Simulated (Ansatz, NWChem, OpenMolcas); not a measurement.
**How methods differ on InNH3 (SMILES [NH2][InH])**

The species is InNH3 (5 atoms), meant as a doublet with charge 0. As SMILES, `[NH2][InH]`. Geometry: relaxed at PBE0-D4/def2-TZVP. This is one conformer, not always the lowest.

Each level gives the electronic atomisation energy (eV). The values are calculated. Electronic energies at fixed atoms, without zero-point motion or spin-orbit coupling.

```
                              level                 kind     program  value (eV)
      UHF/def2-SVP (core potential)         Hartree–Fock  OpenMolcas        7.73
 U-revPBE/def2-SVP (core potential)                  GGA  OpenMolcas       11.94
    UBLYP/def2-SVP (core potential)                  GGA      Ansatz       12.18
 U-r2SCAN/def2-SVP (core potential)             meta-GGA  OpenMolcas       12.22
    UTPSS/def2-SVP (core potential)             meta-GGA  OpenMolcas       12.44
U-r2SCAN0/def2-SVP (core potential)      hybrid meta-GGA      Ansatz       11.93
  UB2PLYP/def2-SVP (core potential)        double hybrid      Ansatz       11.91
     UMP2/def2-SVP (core potential)  perturbation theory      NWChem       11.33
```

Correlated wave functions underbind in double-zeta sets. The values span 7.73 to 12.44 eV. In the correlated wave-function rows the outer d shell of In is correlated, in sets not made for it.
